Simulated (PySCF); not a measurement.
SMILES O([SiH2]O)[SiH3] (PBE0/def2-SVP optimised geometry):

```
10

O      2.420     0.030    -1.468
Si     1.800    -0.423     0.000
O      0.145    -0.423     0.000
Si    -1.222     0.518     0.000
H      2.302    -0.579    -2.203
H      2.212    -1.810     0.353
H      2.309     0.584     0.966
H     -0.967     1.810     0.707
H     -1.648     0.804    -1.402
H     -2.309    -0.223     0.701
```

Level of theory: PBE0/def2-TZVP (PySCF).

### Question
What are the frontier orbital energies and the dipole moment?

### Answer
HOMO-2 -9.32 eV, HOMO-1 -8.93 eV, HOMO -8.74 eV, LUMO 0.07 eV, LUMO+1 0.56 eV; dipole moment 1.03 D.

Meta-Löwdin charges at PBE0/def2-TZVP: O1 -0.75, Si2 1.08, O3 -0.84, Si4 0.74, H5 0.35, H6 -0.13, H7 -0.12, H8 -0.11, H9 -0.11, H10 -0.10.
